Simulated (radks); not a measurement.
Polarisability of the xenon ion Xe+, [Kr] 4d10 5s2 5p5, at imaginary frequency. Calculated with a radial shooting solver on a logarithmic mesh with Libxc functionals: scalar-relativistic Kohn-Sham, LDA (Slater exchange, Perdew-Wang correlation), spin-polarised, spherical densities, finite nucleus; open shells are filled with parallel spins first (spin-orbit coupling, left out, can overturn this in heavy ions); Fermi nuclear charge, rms radius 4.7859 fm. Response by self-consistent Sternheimer equations with the Hartree and adiabatic LDA kernel, the relativistic mass of each level held fixed and spin-orbit coupling left out.

w (hartree)  alpha1(iw) (bohr^3)
0.00266                    18.20
0.0143                     18.19
0.0360                     18.13
0.0697                     17.94
0.118                      17.47
0.186                      16.52
0.280                      14.83
0.413                      12.33
0.605                      9.256
0.892                      6.204
1.35                       3.732
2.12                       2.037
3.59                      0.9799
6.94                      0.3607
17.5                     0.07866

Static values: alpha1 = 18.20 bohr^3 (2.697 angstrom^3; uncoupled 30.27). C6 = 158.4, triple-dipole C9 = 2070 atomic units. One-pole (London) frequency 4 C6 / (3 alpha1^2) = 0.638 hartree, against 0.620 for minus the highest occupied eigenvalue.
